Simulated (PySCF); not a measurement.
## `[NH2][V]([NH2])([NH2])([NH2])[NH2]`, H10N5V

Cartesian coordinates in Å; atom numbers follow the order of the lines, from 1:
```xyz
16

V    -0.0529   -0.1017    0.0041
N     0.0692    0.2829    1.7606
H     0.2554   -0.4675    2.4222
H     0.2791    1.1670    2.2189
N     0.1235    0.0975   -1.7778
H    -0.6164   -0.2310   -2.3946
H     0.6998    0.7551   -2.2995
N     1.7731   -0.2257    0.0163
H     2.3316   -0.3212   -0.8275
H     2.3817    0.0582    0.7785
N    -1.2000    1.3223   -0.0648
H    -1.3440    1.9293   -0.8670
H    -1.5639    1.7853    0.7636
N    -0.8689   -1.6715    0.0746
H    -1.8499   -1.8149    0.2936
H    -0.4177   -2.5641   -0.1012
```

Method used: GIAO wB97X/def2-SVP (def2-TZVP on V) magnetisability, rotational g tensor and spin-rotation constants, non-relativistic, gas phase in PySCF 2.14.0. Geometry: GFN2-xTB.

(1) Give the nuclear spin-rotation constants along the inertial axes (H = +C I·J) beside the isotropic shieldings.

Answers

(1) Rotational constants 2.8081, 2.6133, 2.3853 GHz.
```tsv
atom	isotope	Caa (kHz)	Cbb (kHz)	Ccc (kHz)	mean (kHz)	σ (ppm)
V1	51V	16.930	14.012	10.715	13.886	-1577.6
N2	14N	0.213	0.202	0.450	0.288	67.3
H3	1H	0.024	-0.198	-0.097	-0.090	24.8
H4	1H	-0.151	-0.360	0.122	-0.130	26.6
N5	14N	0.214	0.191	0.459	0.288	67.2
H6	1H	0.027	-0.211	-0.086	-0.090	24.8
H7	1H	-0.154	-0.370	0.134	-0.130	26.6
N8	14N	0.579	0.169	0.131	0.293	79.5
H9	1H	0.170	-0.107	-0.318	-0.085	25.4
H10	1H	0.053	-0.168	-0.165	-0.093	25.4
N11	14N	0.581	0.170	0.129	0.293	79.1
H12	1H	0.054	-0.161	-0.170	-0.092	25.3
H13	1H	0.172	-0.105	-0.321	-0.085	25.4
N14	14N	0.149	0.588	0.136	0.291	72.0
H15	1H	-0.395	0.103	-0.043	-0.112	25.1
H16	1H	-0.394	0.121	-0.058	-0.110	25.0
```
For the geometry as given, no vibrational averaging.
